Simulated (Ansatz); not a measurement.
Cost and result up the ladder for the cluster Cd5O5 (the lowest singlet isomer of a short search) (10 atoms). Charge 0, multiplicity 1. Geometry: PBE0-D4/def2-SVP.

```xyz
10

Cd   -2.495   -1.289    2.389
Cd   -1.565    1.393    1.926
Cd    0.290   -1.685   -0.873
Cd    0.565    2.067    0.422
Cd    2.610    0.222   -1.038
O    -1.828   -0.083   -0.297
O     2.430    2.082   -0.384
O    -0.634    0.431   -0.797
O     2.209   -1.698   -1.434
O    -1.582   -1.441    0.085
```

Ansatz on 4 threads of Intel Xeon 6975P-C on a shared host. Times are rough, and most runs start from the orbitals of an earlier one. No level here is sound enough to serve as a yardstick. Binding counts from free atoms at the same level (Cd singlet, O triplet; other spins of the atoms weren't run), without zero-point energy or a counterpoise term.

In the def2 sets Cd takes a core potential; there is no spin–orbit coupling. HSE06 is defined as in plane-wave codes, on full-range PBE exchange. Correlated methods freeze 5 core orbitals; core or outer-core shells of Cd are correlated, in sets that lack core-valence functions. The rows differ in basis, and correlated rows in double-zeta sets carry the largest basis error. The structure holds 2 bonds between oxygen atoms, so isomers without such links may lie far lower. The structure comes from a short search, and lower isomers may exist.

Run but left out: HF/STO-3G, HF/def2-TZVP (restricted singlet, unstable in another Hartree–Fock run and untested here).

Correlated methods converge slowly with the basis, most of all in double-zeta sets.

```json
{"level": "PBE-D4/def2-TZVPD", "functions": "400", "binding energy per atom (eV)": "1.90", "remarks": "restricted SCF unstable in HF"}
{"level": "PBE0-D4/def2-TZVPD", "functions": "400", "binding energy per atom (eV)": "1.65", "remarks": "restricted SCF unstable in HF"}
{"level": "HSE06-D4/def2-TZVP (with forces)", "functions": "355", "binding energy per atom (eV)": "1.64", "remarks": "restricted SCF unstable in HF"}
{"level": "PBE-D4/def2-TZVP", "functions": "355", "binding energy per atom (eV)": "1.89", "remarks": "restricted SCF unstable in HF"}
{"level": "PBE0-D4/def2-SVP", "functions": "225", "binding energy per atom (eV)": "1.69", "remarks": "restricted SCF unstable in HF"}
{"level": "PBE-D4/def2-SVP", "functions": "225", "binding energy per atom (eV)": "1.96", "remarks": "–"}
{"level": "RPA@PBE/def2-SVP", "functions": "225", "binding energy per atom (eV)": "1.36", "remarks": "–"}
{"level": "r2SCAN-D4/def2-TZVP", "functions": "355", "binding energy per atom (eV)": "1.79", "remarks": "restricted SCF unstable in HF"}
{"level": "MP2/def2-SVP", "functions": "225", "binding energy per atom (eV)": "1.67", "remarks": "restricted SCF unstable"}
{"level": "PBE0-D4/def2-TZVP", "functions": "355", "binding energy per atom (eV)": "1.64", "remarks": "restricted SCF unstable in HF"}
```

(1) Estimate how long each takes.

## Answers

(1) PBE-D4/def2-SVP 2.5 s; PBE-D4/def2-TZVP 4.9 s; PBE0-D4/def2-SVP 5.5 s; PBE-D4/def2-TZVPD 7 s; MP2/def2-SVP 7 s; r2SCAN-D4/def2-TZVP 8.5 s; RPA@PBE/def2-SVP 11 s; PBE0-D4/def2-TZVP 11 s; PBE0-D4/def2-TZVPD 16 s; HSE06-D4/def2-TZVP (with forces) 16 s. On shared hardware such times vary by a factor of up to 3.
